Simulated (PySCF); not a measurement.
**How methods differ on the excitation energy of Ar²⁺**

Ar²⁺ [Ne] 3s2 3p4 (3P) → Ar²⁺ [Ne] 3s1 3p4 3d1 (high-spin determinant), as a difference of total energies. All numbers are calculated (PySCF 2.14, the spin-free X2C one-electron Hamiltonian (Gaussian nucleus), in aug-cc-pVDZ-DK). Correlated levels: valence: [Ne] frozen. The calculations carry no spin-orbit coupling.

| method | excitation energy (eV) |
| --- | --- |
| UHF | 34.569 |
| LDA | 35.170 |
| PBE | 34.750 |
| PBE0 | 34.977 |
| r2SCAN | 34.608 |
| r2SCANh | 34.692 |
| B3LYP | 35.321 |
| HSE06 | 35.005 |
| M06-2X | 35.622 |
| MP2 (valence) | 35.082 |
| SCS-MP2 (valence) | 35.035 |

Question: How much does correlation contribute at MP2 (valence)?

Answer: 35.082 − (34.569) = 0.513 eV, measured against UHF.

The promoted electron is Rydberg-like, and one or two diffuse shells describe it only roughly, which tends to raise the upper state.

The determinant of the upper state mixes LS terms, which raises its energy above the lowest term, most at the Hartree-Fock and MP2 levels.
